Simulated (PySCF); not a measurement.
**C2H6B2O4: core ionisation energies**

Compound: C2H6B2O4.
Cartesian coordinates in Å at the PBE0-D3(BJ)/def2-SVP level; atoms count from 1:
```
atom  x, y, z in Å
O1     2.6798    0.8685    0.8481
B2     2.0025   -0.2960    0.6182
O3     2.6995   -1.4592    0.6328
B4     0.3132   -0.2074    0.3316
O5    -0.2936    1.0254    0.3877
C6    -1.6809    0.8648    0.1319
C7    -1.8629   -0.6474   -0.1093
O8    -0.5676   -1.2062    0.0428
H9     2.0803    1.6223    0.8204
H10    3.6338   -1.2972    0.8151
H11   -2.2570    1.2291    0.9977
H12   -1.9652    1.4722   -0.7423
H13   -2.2405   -0.8720   -1.1197
H14   -2.5482   -1.1122    0.6175
```

Computed with delta-SCF UKS SCAN, pcX-2 on the ionised atom, pcseg-1 elsewhere, spin-free X2C (PySCF). Binding energies are ΔSCF values: E(core-ionised, relaxed orbitals) − E(ground state) at a fixed geometry, referred to the vacuum level.

Q: List the computed XPS lines with their assignment.

A: 
| atom(s) | environment | level | binding energy (eV) | above the level's lowest (eV) | count |
| --- | --- | --- | --- | --- | --- |
| O1/O3 | boron-bound oxygen | O 1s | 538.85 | +0.13 | 2 |
| O5 | boron-bound oxygen | O 1s | 538.72 | 0.00 | 1 |
| C6/C7 | sp3 carbon bound to oxygen | C 1s | 292.62 | 0.00 | 2 |
| B2 | three-coordinate boron | B 1s | 196.86 | +0.25 | 1 |
| B4 | three-coordinate boron | B 1s | 196.61 | 0.00 | 1 |

Lowest listed B 1s: B4, bonded to 2 O and B. Highest, 0.25 eV above it: B2, bonded to 2 O and B. Summing the Pauling electronegativity differences to the bonded atoms, each weighted by its formal bond order, gives +2.80 for the lowest site and +2.80 for the highest; the sum is the same at every site.

The 2 O 1s values lie within 0.13 eV of each other; Gaussian lines of 0.5 eV full width would blend them into one maximum.

Q: Which photon energy gives electrons from B 1s of B4 a kinetic energy of 150 eV, and what is their de Broglie wavelength?

A: hν = 196.61 + 150 = 346.61 eV, recoil neglected; λ = 12.264 Å/√(E/eV) = 1.00 Å.

Q: Which effective nuclear charge Zeff reproduces each element's mean 1s value in the hydrogen-like formula E = 13.606 eV × Zeff²?

A: B (Z = 5): mean 196.7 eV, Zeff = 3.80, Z − Zeff = 1.20; C (Z = 6): mean 292.6 eV, Zeff = 4.64, Z − Zeff = 1.36; O (Z = 8): mean 538.8 eV, Zeff = 6.29, Z − Zeff = 1.71. Means run over the listed sites, weighted by atom count.

One atom of each set of topologically equivalent atoms was ionised and stands for the set; in this conformer not all members are related by symmetry, and their own values weren't computed. The list is incomplete; no value stands for O 1s of O8. One conformer (not necessarily the lowest) at the PBE0-D3(BJ)/def2-SVP geometry, without solvent, vibrations or thermal averaging.

On one thread of an Arm Neoverse V1, shared host with 32 logical CPUs at a one-minute load of 11, this took 46 s and 0.58 GiB of memory at its peak.
